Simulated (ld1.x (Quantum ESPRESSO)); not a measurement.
Configuration tests for sulfur (S) (ultrasoft)

ld1.x (Quantum ESPRESSO) 7.5 input, shortened:

```
&input
   title='S', zed=16., rel=1, dft='PBE', iswitch=3,
   config='[Ne] 3s2 3p3.75'
 /
 &inputp
   pseudotype=3, tm=.true., lloc=-2, rcloc=0.70,
   nlcc=.false.,
   which_augfun='PSQ', rmatch_augfun_nc=.true.
 /
4
2S  1  0   2.00   0.00  0.80  0.85  0.0
3S  2  0   2.00   0.00  0.80  0.85  0.0
2P  2  1   6.00   0.00  0.85  0.95  0.0
3P  3  1   3.75   0.00  0.85  0.95  0.0
 &test
   configts(1)='2s2 2p6 3s2 3p3.75'
 /
```

Energies are relative to the spin-unpolarised reference configuration 2s2 2p6 3s2 3p3.75; without spin polarisation the order of configurations can differ from experiment.

| valence configuration | charge | ΔE all-electron (eV) | error AE − PS (meV) |
| --- | --- | --- | --- |
| 2s2 2p6 3s2 3p4 | 0 | -2.036 | -0.1 |
| 2s2 2p6 3s2 3p3 | +1 | 9.733 | +0.3 |
| 2s2 2p6 3s2 3p2 | +2 | 32.016 | +3.0 |
| 2s2 2p6 3s2 3p1 | +3 | 66.058 | +13 |
| 2s2 2p6 3s1 3p5 | 0 | 8.274 | -8.0 |
| 2s2 2p5 3s2 3p4 | +1 | 171.648 | +569 |

What are ΔE and the potential's error for 2s2 2p6 3s1 3p4?

ΔE = 20.611 eV all-electron; the error (AE − PS) is -12 meV.

Levels in the configuration 2s2 2p6 3s2 3p3:

```json
{"level": "2s", "all-electron (eV)": "-223.450", "pseudo (eV)": "-223.419"}
{"level": "2p", "all-electron (eV)": "-168.272", "pseudo (eV)": "-168.223"}
{"level": "3s", "all-electron (eV)": "-27.630", "pseudo (eV)": "-27.630"}
{"level": "3p", "all-electron (eV)": "-16.796", "pseudo (eV)": "-16.794"}
```
